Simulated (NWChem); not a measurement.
Program: NWChem. System: C$_{4}$H$_{7}$O, charge 1, spin multiplicity 3, at the geometry of a parent with another charge or spin, in a state set for the comparison that need not be this species' ground state. Its SCF solution wasn't tested for a lower state. Level: UHF/def2-TZVP.

Job file:

```
start mol
memory heap 200 mb stack 900 mb global 1100 mb
charge 1
geometry units angstroms nocenter noautoz noautosym
  C      1.897830     0.179851     0.450336
  C      0.588111     0.008535    -0.137042
  O      0.466609    -0.205030    -1.344326
  C     -0.627230     0.098570     0.785167
  C     -1.953311    -0.093442     0.059679
  H      2.036367     0.370069     1.518092
  H      2.772332     0.111250    -0.201208
  H     -0.500395    -0.650251     1.588754
  H     -0.592973     1.077604     1.298526
  H     -2.801111     0.026644     0.751537
  H     -2.065031     0.637472    -0.755146
  H     -2.014461    -1.093640    -0.394790
end
basis spherical
  * library def2-tzvp
end
scf
  uhf
  nopen 2
  maxiter 100
  thresh 1e-7
  semidirect memsize 60000000 filesize 0
  # guess.movecs holds the orbitals of an unrestricted PBE0 run
  vectors input guess.movecs output mol.movecs
end
task scf energy
```

NWChem printed:

```
             Northwest Computational Chemistry Package (NWChem) 7.3.0
             --------------------------------------------------------

                                NWChem Input Module
                                -------------------

 Scaling coordinates for geometry "geometry" by  1.889725989
 (inverse scale =  0.529177249)

                             Geometry "geometry" -> ""
                             -------------------------

 Output coordinates in angstroms (scale by  1.889725989 to convert to a.u.)

  No.       Tag          Charge          X              Y              Z
 ---- ---------------- ---------- -------------- -------------- --------------
    1 C                    6.0000     1.89783000     0.17985100     0.45033600
    2 C                    6.0000     0.58811100     0.00853500    -0.13704200
    3 O                    8.0000     0.46660900    -0.20503000    -1.34432600
    4 C                    6.0000    -0.62723000     0.09857000     0.78516700
    5 C                    6.0000    -1.95331100    -0.09344200     0.05967900
    6 H                    1.0000     2.03636700     0.37006900     1.51809200
    7 H                    1.0000     2.77233200     0.11125000    -0.20120800
    8 H                    1.0000    -0.50039500    -0.65025100     1.58875400
    9 H                    1.0000    -0.59297300     1.07760400     1.29852600
   10 H                    1.0000    -2.80111100     0.02664400     0.75153700
   11 H                    1.0000    -2.06503100     0.63747200    -0.75514600
   12 H                    1.0000    -2.01446100    -1.09364000    -0.39479000

 Effective nuclear repulsion energy (a.u.)     167.2776951787

            Nuclear Dipole moment (a.u.)
            ----------------------------
        X                 Y               Z
 ---------------- ---------------- ----------------
     0.0000000000    -0.0000151178    -0.0000056692


 Summary of "ao basis" -> "" (spherical)
 ------------------------------------------------------------------------------
       Tag                 Description            Shells   Functions and Types
 ---------------- ------------------------------  ------  ---------------------
 *                         def2-tzvp                  on all atoms

 Summary of "ao basis" -> "ao basis" (spherical)
 ------------------------------------------------------------------------------
       Tag                 Description            Shells   Functions and Types
 ---------------- ------------------------------  ------  ---------------------
 C                         def2-tzvp                11       31   5s3p2d1f
 O                         def2-tzvp                11       31   5s3p2d1f
 H                         def2-tzvp                 4        6   3s1p

                                 NWChem SCF Module
                                 -----------------

  ao basis        = "ao basis"
  functions       =   197
  atoms           =    12
  alpha electrons =    20
  beta  electrons =    18
  charge          =   1.00
  wavefunction    = UHF
  use symmetry    = F
  symmetry adapt  = F

 Summary of "ao basis" -> "ao basis" (spherical)
 ------------------------------------------------------------------------------
       Tag                 Description            Shells   Functions and Types
 ---------------- ------------------------------  ------  ---------------------
 C                         def2-tzvp                11       31   5s3p2d1f
 O                         def2-tzvp                11       31   5s3p2d1f
 H                         def2-tzvp                 4        6   3s1p

 Forming initial guess at       0.1s

 Starting SCF solution at       0.1s

 ----------------------------------------------
         Quadratically convergent UHF

 Convergence threshold     :          1.000E-07
 Maximum no. of iterations :          100
 Integral*density screening:          1.000E-09
 ----------------------------------------------

              iter       energy          gnorm     gmax       time
             ----- ------------------- --------- --------- --------
                 1     -230.1195084889  6.64D-01  9.67D-02      8.2
                 2     -230.1614470173  5.64D-02  1.19D-02     26.8
                 3     -230.1619817368  2.94D-03  6.96D-04     45.3
                 4     -230.1619878990  1.25D-05  3.66D-06     97.4
                 5     -230.1619878992  8.53D-09  3.10D-09    160.6

       Final UHF  results
       ------------------

         Total SCF energy =   -230.161987899157
      One electron energy =   -633.909999315639
      Two electron energy =    236.470316237790
 Nuclear repulsion energy =    167.277695178692

                       Sz =      1.0000
                 Sz(Sz+1) =      2.0000
                      S^2 =      2.0419

        Time for solution =    160.5s

          Final alpha eigenvalues
          -----------------------

              1
    1  -20.9711
    2  -11.6155
    3  -11.5204
    4  -11.4686
    5  -11.3990
    6   -1.7985
    7   -1.3255
    8   -1.2438
    9   -1.0921
   10   -1.0470
   11   -1.0154
   12   -0.9497
   13   -0.9117
   14   -0.8339
   15   -0.8142
   16   -0.7985
   17   -0.7184
   18   -0.7002
   19   -0.6981
   20   -0.6512
   21   -0.1013
   22   -0.0368
   23    0.0001
   24    0.0213
   25    0.0417
   26    0.0449
   27    0.0585
   28    0.0738
   29    0.0881
   30    0.0942

          Final beta eigenvalues
          ----------------------

              1
    1  -20.9209
    2  -11.6214
    3  -11.4981
    4  -11.4653
    5  -11.3992
    6   -1.6613
[...]
              MO Center=  7.4D-01,  6.3D-02,  1.3D-01, r^2= 2.7D+00
   Bfn.  Coefficient  Atom+Function         Bfn.  Coefficient  Atom+Function
  ----- ------------  ---------------      ----- ------------  ---------------
    44      0.617212   2 C  py               13     -0.461015   1 C  py
    41      0.409740   2 C  py              170      0.394887   8 H  s
   176     -0.392294   9 H  s                38      0.345912   2 C  py
    75     -0.285040   3 O  py               10     -0.187393   1 C  py
     7     -0.182686   1 C  py               69     -0.176005   3 O  py

 Vector   22  Occ=0.000000D+00  E=-3.679483D-02
              MO Center= -7.8D-02,  1.4D-01,  8.7D-01, r^2= 7.4D+00
   Bfn.  Coefficient  Atom+Function         Bfn.  Coefficient  Atom+Function
  ----- ------------  ---------------      ----- ------------  ---------------
    98      4.537251   4 C  s                36     -1.856478   2 C  s
   170     -1.756373   8 H  s               176     -1.764380   9 H  s
   129      1.496437   5 C  s                67      1.082161   3 O  s
    43      1.011211   2 C  px              194     -0.818858  12 H  s
   188     -0.784742  11 H  s               158     -0.780202   6 H  s

 Vector   23  Occ=0.000000D+00  E= 1.149919D-04
              MO Center=  8.7D-01,  1.5D-01,  6.4D-01, r^2= 9.8D+00
   Bfn.  Coefficient  Atom+Function         Bfn.  Coefficient  Atom+Function
  ----- ------------  ---------------      ----- ------------  ---------------
   129      4.443003   5 C  s                98     -2.568920   4 C  s
     5     -2.090012   1 C  s               158      1.984829   6 H  s
   194     -1.296493  12 H  s               188     -1.283515  11 H  s
   164      1.264828   7 H  s               107      0.826374   4 C  pz
   182     -0.781944  10 H  s               105      0.701941   4 C  px

                     UHF Final Beta Molecular Orbital Analysis
                     -----------------------------------------

 Vector   16  Occ=1.000000D+00  E=-7.165982D-01
              MO Center= -1.0D+00,  8.3D-03,  3.7D-01, r^2= 2.7D+00
   Bfn.  Coefficient  Atom+Function         Bfn.  Coefficient  Atom+Function
  ----- ------------  ---------------      ----- ------------  ---------------
   130     -0.249642   5 C  px               99      0.237461   4 C  px
   133     -0.212360   5 C  px              102      0.210181   4 C  px

 Vector   17  Occ=1.000000D+00  E=-7.016498D-01
              MO Center= -1.8D+00, -2.8D-02,  2.3D-01, r^2= 2.2D+00
   Bfn.  Coefficient  Atom+Function         Bfn.  Coefficient  Atom+Function
  ----- ------------  ---------------      ----- ------------  ---------------
   132      0.262991   5 C  pz              135      0.226973   5 C  pz
   181      0.224258  10 H  s

 Vector   18  Occ=1.000000D+00  E=-6.847820D-01
              MO Center= -1.5D+00, -8.2D-02,  1.4D-01, r^2= 2.3D+00
   Bfn.  Coefficient  Atom+Function         Bfn.  Coefficient  Atom+Function
  ----- ------------  ---------------      ----- ------------  ---------------
   131      0.255427   5 C  py              134      0.224195   5 C  py
   193     -0.193752  12 H  s               187      0.184896  11 H  s
   100     -0.167905   4 C  py              103     -0.157214   4 C  py

 Vector   19  Occ=0.000000D+00  E=-1.980508D-01
              MO Center=  1.2D+00,  7.6D-02,  6.2D-02, r^2= 2.4D+00
   Bfn.  Coefficient  Atom+Function         Bfn.  Coefficient  Atom+Function
  ----- ------------  ---------------      ----- ------------  ---------------
    13      0.312104   1 C  py               41      0.252230   2 C  py
    75     -0.238636   3 O  py                7      0.219481   1 C  py
    38      0.218924   2 C  py               44      0.207791   2 C  py
    69     -0.202087   3 O  py               10      0.197271   1 C  py
    72     -0.187125   3 O  py

 Vector   20  Occ=0.000000D+00  E=-1.915130D-01
              MO Center=  4.6D-01, -1.4D-01, -9.7D-01, r^2= 1.9D+00
   Bfn.  Coefficient  Atom+Function         Bfn.  Coefficient  Atom+Function
  ----- ------------  ---------------      ----- ------------  ---------------
    98      0.990397   4 C  s                43      0.441250   2 C  px
     5     -0.395511   1 C  s                36     -0.361670   2 C  s
    68      0.350908   3 O  px               74      0.339461   3 O  px
    71      0.332403   3 O  px              107     -0.291244   4 C  pz
    45     -0.228357   2 C  pz              105      0.218898   4 C  px

 Vector   21  Occ=0.000000D+00  E=-3.672847D-02
              MO Center=  9.8D-01,  1.3D-01,  4.4D-01, r^2= 4.2D+00
   Bfn.  Coefficient  Atom+Function         Bfn.  Coefficient  Atom+Function
  ----- ------------  ---------------      ----- ------------  ---------------
   170      0.869931   8 H  s               176     -0.871664   9 H  s
    13     -0.709874   1 C  py              106      0.623158   4 C  py
    44      0.454265   2 C  py               41      0.338926   2 C  py
    75     -0.283283   3 O  py               38      0.260126   2 C  py
   137     -0.174060   5 C  py                7     -0.168870   1 C  py

 center of mass
 --------------
 x =   0.08346558 y =  -0.01261696 z =  -0.10024897

 moments of inertia (a.u.)
 ------------------
         183.394773000492         -20.240500170097          23.779364088475
         -20.240500170097         631.229109181553         -25.304685544353
          23.779364088475         -25.304685544353         480.989792170111

  Mulliken analysis of the total density
  --------------------------------------

    Atom       Charge   Shell Charges
 -----------   ------   -------------------------------------------------------
    1 C    6     6.19   0.86  1.12  0.50  0.68  0.15  1.19  1.29  0.34  0.02  0.04  0.01
    2 C    6     5.62   0.86  1.12  0.53  0.58  0.03  1.16  1.10  0.03  0.04  0.15  0.02
    3 O    8     7.97   0.79  1.18  0.61  1.00  0.30  1.77  1.81  0.46  0.00  0.03  0.00
    4 C    6     6.18   0.85  1.12  0.47  0.68  0.01  1.24  1.38  0.31  0.02  0.08  0.01
    5 C    6     6.35   0.85  1.12  0.47  0.68  0.13  1.25  1.41  0.36  0.02  0.05  0.00
    6 H    1     0.76   0.25  0.45  0.03  0.02
    7 H    1     0.77   0.25  0.45  0.04  0.02
    8 H    1     0.81   0.26  0.47  0.07  0.02
    9 H    1     0.81   0.26  0.47  0.07  0.02
   10 H    1     0.83   0.26  0.48  0.06  0.02
   11 H    1     0.85   0.26  0.49  0.08  0.02
   12 H    1     0.85   0.26  0.48  0.08  0.02

  Mulliken analysis of the alpha density
  --------------------------------------

    Atom       Charge   Shell Charges
 -----------   ------   -------------------------------------------------------
    1 C    6     3.61   0.43  0.56  0.27  0.36  0.08  0.77  0.88  0.24  0.01  0.02  0.00
    2 C    6     2.74   0.43  0.56  0.25  0.27  0.02  0.55  0.51  0.01  0.03  0.10  0.01
    3 O    8     4.56   0.40  0.59  0.32  0.52  0.14  1.16  1.15  0.26  0.00  0.02  0.00
    4 C    6     3.14   0.43  0.56  0.24  0.35  0.00  0.64  0.71  0.15  0.01  0.04  0.00
    5 C    6     3.17   0.43  0.56  0.23  0.34  0.06  0.62  0.70  0.18  0.01  0.03  0.00
    6 H    1     0.35   0.12  0.21  0.01  0.01
    7 H    1     0.35   0.12  0.21  0.01  0.01
    8 H    1     0.41   0.13  0.24  0.03  0.01
    9 H    1     0.41   0.13  0.24  0.03  0.01
   10 H    1     0.41   0.13  0.24  0.03  0.01
   11 H    1     0.43   0.13  0.24  0.04  0.01
   12 H    1     0.43   0.13  0.24  0.04  0.01

   Mulliken analysis of the beta density
   -------------------------------------

    Atom       Charge   Shell Charges
 -----------   ------   -------------------------------------------------------
    1 C    6     2.58   0.43  0.56  0.23  0.31  0.07  0.42  0.41  0.11  0.01  0.02  0.00
    2 C    6     2.89   0.43  0.56  0.27  0.31  0.01  0.61  0.59  0.02  0.02  0.06  0.01
    3 O    8     3.42   0.40  0.59  0.29  0.48  0.16  0.61  0.66  0.21  0.00  0.02  0.00
    4 C    6     3.04   0.43  0.56  0.23  0.34  0.01  0.60  0.67  0.16  0.01  0.04  0.00
    5 C    6     3.18   0.43  0.56  0.23  0.34  0.06  0.63  0.71  0.18  0.01  0.03  0.00
    6 H    1     0.41   0.13  0.24  0.02  0.01
    7 H    1     0.42   0.13  0.25  0.03  0.01
    8 H    1     0.40   0.13  0.23  0.03  0.01
    9 H    1     0.40   0.13  0.23  0.03  0.01
   10 H    1     0.41   0.13  0.24  0.03  0.01
   11 H    1     0.43   0.13  0.24  0.04  0.01
   12 H    1     0.42   0.13  0.24  0.04  0.01

   Mulliken analysis of the spin density
   -------------------------------------

    Atom       Charge   Shell Charges
 -----------   ------   -------------------------------------------------------
    1 C    6     1.03   0.00 -0.00  0.04  0.05  0.01  0.34  0.46  0.13 -0.00  0.00 -0.00
    2 C    6    -0.15  -0.00  0.00 -0.02 -0.04  0.01 -0.06 -0.08 -0.01  0.01  0.04  0.00
    3 O    8     1.14   0.00 -0.00  0.03  0.04 -0.01  0.56  0.48  0.05 -0.00 -0.00 -0.00
    4 C    6     0.10   0.00 -0.00  0.01  0.01 -0.01  0.05  0.04 -0.00  0.00 -0.00  0.00
    5 C    6    -0.01  -0.00  0.00 -0.00 -0.00  0.00 -0.00 -0.00  0.00  0.00 -0.00  0.00
    6 H    1    -0.06  -0.01 -0.04 -0.01  0.00
    7 H    1    -0.06  -0.01 -0.04 -0.01  0.00
    8 H    1     0.00   0.00  0.00 -0.00  0.00
    9 H    1     0.00   0.00  0.00 -0.00  0.00
   10 H    1    -0.00  -0.00 -0.00 -0.00  0.00
   11 H    1     0.00   0.00  0.00 -0.00  0.00
   12 H    1     0.00   0.00  0.00 -0.00  0.00

       Multipole analysis of the density wrt the origin
       ------------------------------------------------

     L   x y z        total         alpha         beta         nuclear
     -   - - -        -----         -----         ----         -------
     0   0 0 0      1.000000    -20.000000    -18.000000     39.000000

     1   1 0 0      1.020314     -1.410589      2.430904      0.000000
     1   0 1 0      0.162110      0.131372      0.030754     -0.000015
     1   0 0 1      0.635050      1.223119     -0.588064     -0.000006

     2   2 0 0    -11.346014   -153.447002   -141.026903    283.127890
     2   1 1 0      0.548018     -6.419246     -5.879178     12.846443
     2   1 0 1      0.232380      5.206708      5.060309    -10.034637
     2   0 2 0    -20.830516    -18.737155    -16.299097     14.205736
     2   0 1 1      0.481051     -7.406953     -6.363699     14.251703
     2   0 0 2    -18.241517    -62.146096    -53.777599     97.682178

 Task  times  cpu:      160.7s     wall:      160.7s

 Total times  cpu:      160.7s     wall:      160.7s
```
